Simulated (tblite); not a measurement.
Compound: CH13NOSi4.
Numbering: `[CH3:1][SiH2:2][O:3][SiH2:4][N:5]([SiH3:6])[SiH3:7]` (hydrogens: H8, H9, H10 on C1; H11, H12 on Si2; H13, H14 on Si4; H15, H16, H17 on Si6; H18, H19, H20 on Si7)

Computed with GFN2-xTB (tblite), gas phase: L-BFGS steps from a force-field or distance-geometry start until the largest atomic force falls under 0.01 eV/Å.

Step 20: E = -622.0394 eV
```
atom  x, y, z in Å  |  force x, y, z in eV/Å
C1      3.6700   -0.7864    0.0700   -0.051   0.042  -0.044
Si2     2.4570    0.0983   -1.0795   -0.013   0.001  -0.027
O3      0.9928    0.0973   -0.3632   -0.025   0.015  -0.076
Si4    -0.4186    0.7466   -0.8282   -0.041   0.006  -0.011
N5     -1.6945    0.2581    0.2357    0.018  -0.013   0.051
Si6    -1.8680   -1.4306    0.6520    0.014  -0.016  -0.003
Si7    -3.0563    1.3322    0.4106    0.017  -0.009  -0.011
H8      3.3697   -1.8157    0.2520    0.034   0.072   0.064
H9      3.7529   -0.2719    1.0243    0.002  -0.105  -0.005
H10     4.6557   -0.8020   -0.3872   -0.038  -0.016   0.048
H11     2.3291   -0.5855   -2.3709    0.001  -0.011   0.026
H12     2.8529    1.4899   -1.3283   -0.015  -0.036   0.036
H13    -0.2674    2.1956   -0.7830   -0.021   0.019   0.026
H14    -0.6817    0.2695   -2.1869   -0.027   0.024  -0.057
H15    -2.5758   -2.1403   -0.4229    0.003   0.002  -0.024
H16    -2.6698   -1.4916    1.8744    0.002   0.040   0.024
H17    -0.5604   -2.0362    0.8684    0.062   0.041  -0.005
H18    -2.5743    2.7069    0.4996    0.059   0.003   0.001
H19    -3.9482    1.2125   -0.7467   -0.004  -0.016  -0.038
H20    -3.7702    0.9638    1.6302    0.024  -0.042   0.025
```

Step 21: E = -622.0413 eV
```
atom  x, y, z in Å  |  force x, y, z in eV/Å
C1      3.6691   -0.7852    0.0690   -0.048   0.024  -0.018
Si2     2.4534    0.0990   -1.0801    0.037  -0.029   0.011
O3      0.9901    0.0946   -0.3623   -0.027   0.029  -0.102
Si4    -0.4196    0.7460   -0.8305   -0.075  -0.003   0.018
N5     -1.6940    0.2573    0.2362    0.006  -0.019   0.026
Si6    -1.8679   -1.4330    0.6518    0.027   0.053  -0.021
Si7    -3.0568    1.3324    0.4090    0.068  -0.043  -0.007
H8      3.3679   -1.8141    0.2542    0.036   0.072   0.040
H9      3.7508   -0.2742    1.0258    0.007  -0.087  -0.028
H10     4.6566   -0.8028   -0.3864   -0.075  -0.009   0.056
H11     2.3305   -0.5869   -2.3698   -0.010  -0.013   0.011
H12     2.8546    1.4887   -1.3271   -0.026  -0.021   0.031
H13    -0.2722    2.1953   -0.7807   -0.009   0.019   0.021
H14    -0.6858    0.2744   -2.1913   -0.016   0.023  -0.042
H15    -2.5749   -2.1408   -0.4244    0.001  -0.006  -0.020
H16    -2.6664   -1.4873    1.8752   -0.015   0.026   0.037
H17    -0.5576   -2.0301    0.8688    0.072   0.021  -0.005
H18    -2.5695    2.7042    0.5012    0.052   0.017  -0.004
H19    -3.9483    1.2115   -0.7476   -0.011  -0.012  -0.044
H20    -3.7652    0.9616    1.6297    0.003  -0.043   0.039
```

Q: Estimate the geometry and energy of step 22. (The exact step hangs on the optimiser's Hessian estimate; all steps are aligned on step 21, rigid shifts and turns removed.)

A: E = -622.0436 eV, largest force 0.128 eV/Å
```
atom  x, y, z in Å  |  force x, y, z in eV/Å
C1      3.6670   -0.7834    0.0677   -0.033  -0.004   0.022
Si2     2.4500    0.0995   -1.0810    0.067  -0.049   0.039
O3      0.9866    0.0921   -0.3639   -0.030   0.039  -0.118
Si4    -0.4220    0.7456   -0.8329   -0.094  -0.004   0.027
N5     -1.6937    0.2559    0.2369    0.000  -0.016  -0.002
Si6    -1.8671   -1.4355    0.6516    0.038   0.098  -0.025
Si7    -3.0565    1.3322    0.4073    0.093  -0.063   0.002
H8      3.3666   -1.8111    0.2577    0.021   0.039   0.010
H9      3.7488   -0.2786    1.0273    0.009  -0.039  -0.028
H10     4.6561   -0.8039   -0.3845   -0.087   0.002   0.046
H11     2.3316   -0.5890   -2.3686   -0.017  -0.016  -0.007
H12     2.8561    1.4871   -1.3249   -0.032  -0.001   0.023
H13    -0.2779    2.1953   -0.7779    0.001   0.011   0.016
H14    -0.6909    0.2805   -2.1967   -0.007   0.025  -0.018
H15    -2.5738   -2.1411   -0.4266    0.005  -0.011  -0.008
H16    -2.6630   -1.4818    1.8768   -0.020   0.009   0.035
H17    -0.5526   -2.0228    0.8690    0.065   0.005  -0.006
H18    -2.5628    2.7017    0.5029    0.038   0.015  -0.010
H19    -3.9481    1.2100   -0.7495   -0.006  -0.004  -0.035
H20    -3.7595    0.9581    1.6299   -0.009  -0.036   0.037
```

The energy changes by -0.0022 eV. The first-order estimate −F·Δx gives -0.0030 eV and the mean of the old and new forces, exact on a quadratic surface, -0.0022 eV. The step makes an angle of 62° with the force vector and moves no atom by more than 0.010 Å.

What follows is the cost of the whole relaxation. Hardware: one thread, Arm Neoverse N1 (aarch64), shared host. Cost: 3.2 s of wall time.
